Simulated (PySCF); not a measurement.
Job for PySCF: R-B3LYP/3-21G on C2H8OSi (a complex), monomers drawn apart or pushed together.

```python
from pyscf import gto, scf, dft, mp
from pyscf.data.elements import chemcore

mol = gto.M(
    atom='''
    C    -0.35515557   -0.46886143   -0.01820082
    C     0.46626090    0.57046372    0.00286403
    H    -1.16453212   -0.53940923   -0.73511532
    H    -0.24691999   -1.28367929    0.68632390
    H     1.27204872    0.63552487    0.72348020
    H     0.36671368    1.39421373   -0.69384890
    O     0.68888073   -1.02802335    4.23245375
    Si   -0.32457945    0.16499857    4.77394085
    H     1.56068776   -1.09635043    4.62831861
    H    -0.42552979    0.13391319    6.25528384
    H    -1.64180072   -0.10880287    4.17191423
    H     0.14882713    1.51167663    4.37429284
    ''',
    basis='3-21g',
    charge=0, spin=0, verbose=3, max_memory=1800)
mf = dft.RKS(mol, xc='b3lyp')
mf.conv_tol = 1e-8
mf.max_cycle = 100
mf.kernel()
if not mf.converged:
    mf = mf.newton().run(mf.mo_coeff, mf.mo_occ)
```

Program output:

```
converged SCF energy = -443.342313595664
```

The run converged.

Cost: very roughly 11 core-seconds.
